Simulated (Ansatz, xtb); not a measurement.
Two isomers of C6H7Cl

We compare I, `C=C/C=C/C(=C)Cl`, a singlet, with II, `C=C/C=C(\Cl)C=C`, a singlet. Both are isolated molecules in the gas phase, relaxed with PBE-D3(BJ)/def2-SVP; the shapes shown needn't be the lowest conformers.

I (Å):

```xyz
14

C     3.0305   -0.0021   -2.1058
C     2.3772    0.7456   -1.1836
C     0.9383    0.8961   -1.1307
C     0.2860    1.6499   -0.2009
C    -1.1503    1.8420   -0.0932
C    -1.7477    2.6053    0.8544
Cl   -2.1577    1.0214   -1.2794
H     2.4797   -0.5509   -2.8872
H     4.1273   -0.0873   -2.1075
H     2.9612    1.2827   -0.4143
H     0.3391    0.3664   -1.8912
H     0.8738    2.1847    0.5654
H    -1.1275    3.1229    1.6013
H    -2.8383    2.7232    0.8991
```

II (Å):

```xyz
14

C     0.3419   -1.6945   -1.5277
C     0.1793   -0.3530   -1.6447
C     0.6371    0.6024   -0.6645
C     0.5092    1.9655   -0.7143
C     1.0065    2.8485    0.3291
C     0.9212    4.1977    0.3566
Cl   -0.2852    2.7246   -2.0825
H    -0.0242   -2.3855   -2.3013
H     0.8464   -2.1378   -0.6534
H    -0.3298    0.0600   -2.5315
H     1.1488    0.2058    0.2295
H     1.4960    2.3169    1.1634
H     1.3330    4.7718    1.1992
H     0.4383    4.7523   -0.4620
```

Energies in hartree; the thermal terms are from GFN2-xTB frequencies at re-optimised GFN2-xTB minima (ideal gas, soft modes damped towards free rotors, one conformer each, 298.15 K, 1 atm) and include the zero-point energy:

|  | I | II |
| --- | --- | --- |
| E, CCSD(T)/def2-SVP | −691.441089 | −691.441440 |
| E, MP2/def2-SVP | −691.336200 | −691.336993 |
| E, MP2/def2-TZVPP | −691.972343 | −691.972891 |
| zero-point energy | 0.106109 | 0.106180 |
| H(298 K) − E | 0.114979 | 0.115082 |
| G(298 K) − E | 0.073239 | 0.073445 |

Correct the CCSD(T) difference for the basis set by the MP2 change, then work out ΔE, ΔE₀, ΔH and ΔG for I → II in kJ/mol (1 Eh = 2625.50 kJ/mol) and the equilibrium ratio [II]/[I].

1. Differences II − I: CCSD(T) −0.000351, MP2 in the small set −0.000793, MP2 in the large set −0.000548 Eh.
2. ΔE = −0.000351 + (−0.000548 − (−0.000793)) = −0.000106 Eh = −0.28 kJ/mol.
3. ΔE₀ = ΔE + ΔZPE = −0.000106 + (+0.000071) Eh = −0.09 kJ/mol.
4. ΔH = ΔE + (+0.000103) Eh = −0.01 kJ/mol.
5. ΔG = ΔE + (+0.000206) Eh = +0.26 kJ/mol, so ΔS = (ΔH − ΔG)/T = −0.9 J/(mol K).
6. kT = 0.9442 mEh, so K = [II]/[I] = exp(−ΔG/kT) = exp(−0.11) ≈ 0.9.

The two are too close for this level to say which is favoured. An error of 4 kJ/mol in ΔG would change K by a factor of 5. Mirror images and further conformers aren't counted.

As drawn, both hold the same kinds of bond in the same numbers.

Other levels gave ΔE = +1.8 (GFN2-xTB); +2.0 (HF/STO-3G, GFN2-xTB geometries); −1.8 (r2SCAN-D4/def2-SVP, GFN2-xTB geometries); −2.2 (PBE-D3(BJ)/def2-SVP); +2.3 (HF/def2-SVP); −2.1 (MP2/def2-SVP); −0.9 (CCSD(T)/def2-SVP) kJ/mol. The correlated steps freeze 11 core orbitals. Programs: Ansatz 0.2.0, xtb 6.7.1.
